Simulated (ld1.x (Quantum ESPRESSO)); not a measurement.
## Pseudopotential generation for niobium (Nb): ultrasoft, LDA (PZ), fully relativistic.

* Element: niobium
* Generator: ld1.x (Quantum ESPRESSO) 7.5
* Type: ultrasoft
* Functional: LDA (PZ)
* Relativity: fully relativistic
* Frozen core: [Ar] 3d10
* Valence charge: 13
* Reference configuration: 4s2 4p6 4d2 5s0 5p0 (charge +3)
* Partial waves: 4s (bound): rcut 1.80, rcutus 2.15 bohr; 5s (bound, empty): rcut 1.80, rcutus 2.15 bohr; 4p (bound): rcut 1.60, rcutus 1.90 bohr; 5p (bound, empty): rcut 1.60, rcutus 1.90 bohr; 4d (bound): rcut 1.40, rcutus 1.55 bohr; 4d channel at 0.05 Ry: rcut 1.40, rcutus 1.55 bohr
* Local potential: all-electron potential smoothed inside 1.75 bohr (lloc = -1)
* Core correction: a·sin(br)/r model core inside 0.85 bohr
* Augmentation charge: PSQ, inside the norm-conserving radii

Open shells are filled in proportion to 2j + 1 (rel_dist='average').

All-electron outer shells of the reference configuration (LDA (PZ), scalar-relativistic, ld1.x):

```json
{"shell": "3d", "level (eV)": "-228.05", "outermost node (bohr)": "–", "outermost maximum (bohr)": "0.33"}
{"shell": "4s", "level (eV)": "-89.02", "outermost node (bohr)": "0.53", "outermost maximum (bohr)": "1.02"}
{"shell": "4p", "level (eV)": "-64.74", "outermost node (bohr)": "0.54", "outermost maximum (bohr)": "1.12"}
{"shell": "4d", "level (eV)": "-30.79", "outermost node (bohr)": "0.55", "outermost maximum (bohr)": "1.40"}
{"shell": "5s", "level (eV)": "-25.74", "outermost node (bohr)": "1.36", "outermost maximum (bohr)": "2.55"}
{"shell": "5p", "level (eV)": "-19.89", "outermost node (bohr)": "1.52", "outermost maximum (bohr)": "2.93"}
```

(1) Is the overlap operator S = 1 + Σ q|β⟩⟨β| positive definite (Bessel basis up to 400 Ry)?

(2) Tests: 4s2 4p6 4d4 5s1 5p0; 4s2 4p6 4d4 5s0 5p0; 4s2 4p6 4d3 5s0 5p0; 4s2 4p5 4d4 5s1 5p0; 4s2 4p6 4d4.5 5s0.5 5p0; 4s2 4p6 4d1 5s0 5p0; 4s1 4p6 4d4 5s1 5p0. Which has the largest error in its energy relative to the reference configuration, and how large is it?

## Answers

(1) No: its lowest eigenvalue is -0.229, in the p1/2 channel, so the generalised eigenproblem breaks down once the basis is large enough.

(2) 4s1 4p6 4d4 5s1 5p0, with -245 meV (all-electron minus pseudo) on +17.99 eV.

The ghost test of this file was not conclusive. Its overlap operator is not positive definite in a basis up to 400 Ry (lowest eigenvalue p1/2 -0.23, p3/2 -0.13), so the file is unfit for use: the generalised eigenproblem breaks down once the basis is large enough, and its test numbers describe a broken file.
